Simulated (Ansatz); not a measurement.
Abridged output of a molecular run in Ansatz:

```
Functional definition: HF
858 factors; integrals over basis functions are off by at most 1.1e-3 eV
mean field evaluation 1: about -72127.7788 eV, gradient 2.0e1 eV
mean field evaluation 2: about -72127.8244 eV, gradient 2.0e1 eV
mean field evaluation 4: about -72129.0325 eV, gradient 2.0e0 eV
mean field evaluation 8: about -72129.0458 eV, gradient 2.3e-4 eV
mean field -72129.04583582 eV, -2650.6935436431 hartree, gradient 3.1e-6 eV, S^2 0.000000; 0 other end points of the search recorded, 0 dependent functions left out
11 core orbitals not correlated: weight in the atoms' cores, before any rotation towards them, 1.000 or more for the frozen orbitals, at most 0.000 for the correlated occupied ones
reference -72129.04583582 eV, -2650.6935436431 hartree; 15, 15 occupied and 59, 59 virtual orbitals, 858 factors
second order -14.24763672 eV of doubles, -0.00000000 eV of singles
cycle   1  -14.71450671 eV  change   -4.7e-1 eV  update   6.9e-2
cycle   2  -15.06396958 eV  change   -3.5e-1 eV  update   2.0e-2
cycle   3  -15.10607393 eV  change   -4.2e-2 eV  update   7.5e-3
cycle   4  -15.10526806 eV  change    8.1e-4 eV  update   1.8e-3
cycle   5  -15.10652547 eV  change   -1.3e-3 eV  update   5.4e-4
cycle   6  -15.10639755 eV  change    1.3e-4 eV  update   1.5e-4
cycle   7  -15.10639561 eV  change    1.9e-6 eV  update   4.0e-5
cycle   8  -15.10640638 eV  change   -1.1e-5 eV  update   1.5e-5
perturbative correction -0.38638282 eV, -0.0141993068 hartree
Total energy: -72144.53862502 eV, -2651.2628931449 hartree
```

Its atoms:

```xyz
8

C    -0.238    0.278    0.721
C     0.224   -0.053   -0.673
Br    0.300   -1.979   -0.965
H    -0.267    1.365    0.846
H     0.440   -0.133    1.471
H    -1.238   -0.114    0.910
H     1.231    0.309   -0.874
H    -0.452    0.328   -1.436
```

Question: Which basis set was used?
A. cc-pV(Q+d)Z
B. def2-TZVPP
C. def2-QZVPP
D. def2-SVP

Answer: D. It gives 85 functions.

Question: Write the keys of the input that set method, charge and spin (a neutral closed shell needs none for the last two).

Answer: 
```yaml
correlation: {method: ccsd_t}
```
